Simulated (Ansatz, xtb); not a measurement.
# GeH3KSi: 5 structures ranked

5 gas-phase structures of GeH3KSi, found in a search over its isomers (lower ones may exist). Each was relaxed with GFN2-xTB:

A. `[SiH3][Ge][K]`, a singlet
B. `[K][SiH2][GeH]`, a singlet
C. a triplet given by its coordinates
D. `[SiH3][Ge][K]`, a triplet
E. a singlet given by its coordinates

E (Å):

```xyz
6

Ge   -1.9265    1.4656    0.0468
K     0.4838   -0.5350    0.1379
Si   -1.5443    1.1965   -2.1580
H    -2.4850    0.3858   -2.9731
H    -0.8328    1.9467   -3.2166
H    -0.7472    2.6140    0.1038
```

Close contacts (Å): Ge1–K2 3.13, Ge1–Si3 2.25, K2–Si3 3.52, Ge1–H6 1.65, Si3–H4 1.49, Si3–H5 1.48.

C (Å):

```tsv
atom	x (Å)	y (Å)	z (Å)
Ge	-0.8055	0.7461	-0.7051
K	-2.5527	2.5927	-3.3611
Si	-2.8298	1.9100	-0.2279
H	0.3771	-0.1428	-0.2509
H	0.0581	1.8484	-1.5103
H	-1.1777	-0.0726	-2.0486
```

Close contacts (Å): Ge1–K2 3.68, Ge1–Si3 2.38, K2–Si3 3.22, Ge1–H4 1.55, Ge1–H5 1.62, Ge1–H6 1.62.

Question: Make a reasoned guess at their ranking by r2SCAN-D4/def2-SVP single-point energy.

Answer: Calculated order at r2SCAN-D4/def2-SVP: E (0.000), D (0.315), A (1.054), C (1.221), B (1.311) eV.

Energies above the lowest of each column, in eV (a dash: not run or not comparable):

| structure | GFN2-xTB | HF/STO-3G | r2SCAN-D4/def2-SVP |
| --- | --- | --- | --- |
| E | 0.000 | 0.632 | 0.000 |
| D | – | 0.000 | 0.315 |
| A | 0.560 | 0.533 | 1.054 |
| C | – | 1.347 | 1.221 |
| B | 0.770 | 1.122 | 1.311 |

r2SCAN-D4/def2-SVP puts E lowest; HF/STO-3G picks D. Some further structures that were screened fall inside this span and aren't listed. Flexible structures stand in one conformer each, not always the lowest. No reliable frequencies are at hand for these structures. GFN2-xTB has no spin polarisation and isn't compared across spin states. Open shells are spin-unrestricted.

Programs: Ansatz 0.2.0, xtb 6.7.1.
